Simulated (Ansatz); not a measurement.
`NB(O)O[SiH3]` and `COB(N)O[SiH3]` differ in one atom or group.

Ansatz, PBE0-D4/def2-TZVP geometries, multiplicity 1. Each molecule was computed in one conformer, which needn't be the lowest.

```csv
property,`NB(O)O[SiH3]`
LUMO energy (PBE/def2-TZVPP) / eV,-0.55
HOMO energy (PBE0/def2-TZVPP) / eV,-7.75
size of the dipole moment (PBE/def2-TZVPP) / D,2.73
HOMO energy (ωB97M-V/def2-TZVPP) / eV,-10.14
HOMO–LUMO gap (ωB97M-V/def2-TZVPP) / eV,11.83
HOMO energy (B3LYP/def2-TZVPP) / eV,-7.51
```

(1) Give the same properties after the change, and the shifts. (Best estimate.)

Answers

(1) Computed: 
| property | `COB(N)O[SiH3]` | shift |
| --- | --- | --- |
| LUMO energy (PBE/def2-TZVPP) / eV | -0.62 | -0.07 |
| HOMO energy (PBE0/def2-TZVPP) / eV | -7.43 | 0.32 |
| size of the dipole moment (PBE/def2-TZVPP) / D | 0.67 | -2.06 |
| HOMO energy (ωB97M-V/def2-TZVPP) / eV | -9.82 | 0.32 |
| HOMO–LUMO gap (ωB97M-V/def2-TZVPP) / eV | 11.61 | -0.22 |
| HOMO energy (B3LYP/def2-TZVPP) / eV | -7.18 | 0.33 |

With PBE0 the HOMO rises by 0.32 eV and the LUMO falls by 0.07 eV, so the gap narrows by about 0.39 eV. PBE moves the HOMO by 0.32 eV and ωB97M-V by 0.32 eV. Dipoles are sizes alone; their direction can turn.

B3LYP here is the variant with VWN-RPA as its local correlation; programs differ in this.
